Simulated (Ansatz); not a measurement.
Stretching the Se1–F2 bond in FHOSe (SMILES O[Se]F) (multiplicity 1 held, fragments rigid). Energies count from the point at 1.771 Å.
Geometry at that point (charge 0, multiplicity 1):
```xyz
4

Se     0.0859     0.0079     0.3948
F     -0.0116     1.3366    -0.7719
O     -0.2068    -1.3541    -0.7078
H     -1.1618    -1.4657    -0.8125
```

R- and RO- levels are restricted; in cc, def2 and unpolarised 6-31G sets they are followed outwards from rest. Active spaces are followed from a long bond inwards. Curves can end on different states.

Frozen-core correlation. Filled d and f shells under p-block atoms count as core.

Run with Ansatz (Gaussian orbitals). Each number belongs to the level named beside it.

What is the computed energy at R = 5.667 Å (FIC-MRCISD on CASSCF(6,4)/cc-pVDZ)?

65.2 kcal/mol

Give the energy at R = 5.667 Å at the level FIC-MRCISD+Q on CASSCF(6,4)/cc-pVDZ.

67.0 kcal/mol

Estimate the energy at R = 5.667 Å that R-MP2/cc-pVDZ returns for this input.

39.3 kcal/mol

Doubts at one or more of the structures used: a restricted determinant that unrestricted orbitals would lower (R-MP2/cc-pVDZ); active orbitals that take no part (FIC-MRCISD on CASSCF(6,4)/cc-pVDZ, FIC-MRCISD+Q on CASSCF(6,4)/cc-pVDZ).

Ansatz is a program for electronic structure.
